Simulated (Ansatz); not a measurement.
A nudged elastic band was laid between two geometries of FGeH3 + H4OSi (11 atoms, charge 0, multiplicity 1).

Computed with Ansatz, RKS PBE/def2-SVP.

```yaml
movable_images: 9
climbing_image: yes
spring: 5.0 eV/Å²
optimiser: quadratic models (default)
start_path: through a guess of the saddle point
force_threshold: 0.2 eV/Å
iteration_limit: 60
end_points: relaxed
```

Image 0:

```xyz
11
Properties=species:S:1:pos:R:3
Ge 0.635 0.110 -0.092
F -0.131 -0.170 1.505
H 2.148 -0.044 0.195
H 0.251 1.544 -0.514
H 0.096 -0.993 -1.031
O -2.549 0.237 0.441
Si -3.646 -1.015 0.213
H -2.983 -2.289 -0.258
H -4.417 -1.341 1.471
H -4.606 -0.548 -0.843
H -1.847 0.077 1.113
```

Image 10:

```xyz
11
Properties=species:S:1:pos:R:3
Ge -0.182 -0.080 -0.433
F -0.545 0.877 2.378
H 1.006 -0.692 0.334
H -0.098 1.452 -0.596
H -0.407 -0.785 -1.800
O -1.690 -0.445 0.552
Si -3.158 -1.128 0.064
H -2.950 -2.534 -0.430
H -4.051 -1.134 1.269
H -3.787 -0.315 -1.037
H -1.186 0.351 1.897
```

Which bonds break or form, and what moves?

Bonds broken: Ge1–F2, O6–H11. Bonds formed: Ge1–O6, F2–H11. FGeH3 + H4OSi becomes FH + GeH6OSi.

What energy profile does the band end with?

The run converged. The highest image is number 6 of 0 to 10, 0.88 eV above the first end and 0.67 eV above the last; the last end lies 0.21 eV above the first. The threshold of 0.2 eV/Å is loose, so the images may lie well off the minimum-energy path. The order of the point at the top wasn't checked. The orbitals stay closed-shell, which can raise the energy where a bond breaks towards radicals; this wasn't checked here.

```csv
image,path coordinate (Å),energy (eV),Ge1–F2 (Å),O6–H11 (Å),Ge1–O6 (Å)
0,0.00,0.00,1.79,0.98,3.23
1,0.46,0.00,1.79,0.98,3.16
2,0.91,0.02,1.79,0.98,3.05
3,1.37,0.10,1.80,0.99,2.81
4,1.83,0.35,1.82,0.99,2.55
5,2.29,0.68,1.89,1.01,2.29
6,2.75,0.88,2.07,1.15,2.07
7,3.22,0.52,2.40,1.41,1.91
8,3.70,0.25,2.79,1.58,1.84
9,4.17,0.21,2.99,1.64,1.83
10,4.64,0.21,2.99,1.64,1.84
```

What is the geometry of the highest image?


```xyz
11
Properties=species:S:1:pos:R:3:forces:R:3
Ge -0.030 0.119 -0.203 0.06 -0.01 0.07
F -0.236 0.363 1.845 -0.10 0.05 0.19
H 1.338 -0.489 0.227 -0.03 -0.05 -0.09
H -0.010 1.634 -0.480 -0.01 0.03 -0.05
H -0.416 -0.670 -1.505 -0.10 0.01 0.01
O -1.929 -0.202 0.542 0.13 0.00 -0.12
Si -3.297 -1.119 0.150 -0.04 -0.05 -0.05
H -2.950 -2.572 -0.024 0.01 0.00 0.01
H -4.280 -0.962 1.274 0.01 0.00 0.00
H -3.882 -0.595 -1.129 0.01 0.00 0.00
H -1.358 0.060 1.502 0.08 0.01 0.03
```

Time of the run: 3 min on 2 threads of Arm Neoverse V1 (shared host), peak memory 0.16 GiB.
